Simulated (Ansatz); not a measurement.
Z-matrix (Å, degrees):
```
C
Si 1 1.860
H 1 1.094 2 108.9
H 1 1.091 2 110.4 3 -119.4
H 1 1.091 2 110.8 3 119.8
O 2 1.643 1 106.6 3 57.6
F 2 1.609 1 108.5 3 -59.9
H 6 0.959 2 118.3 1 -178.1
```

Total charge 0; spin multiplicity 2.

Question: List the PBE0/def2-TZVPP orbital energies in eV (Ansatz). (Best estimate.)

Answer: Computed: α occupied: -1803.79, -673.59, -523.04, -278.05, -145.92, -100.66, -100.60, -100.53, -32.97, -28.48, -19.99, -15.84, -14.25, -12.57, -12.46, -11.72, -11.55, -11.19, -10.25, -9.98, -5.93. α empty: 0.67, 1.29, 1.51, 2.72, 3.06, 3.25, 3.71, 5.30. β occupied: -1803.71, -673.52, -522.97, -277.99, -145.80, -100.53, -100.46, -100.38, -32.83, -28.31, -19.84, -15.68, -14.06, -12.43, -12.25, -11.56, -11.48, -10.82, -9.95, -9.79. β empty: -1.92, 0.95, 1.64, 1.90, 2.98, 3.21, 3.53, 4.20. ⟨S²⟩ = 0.752.
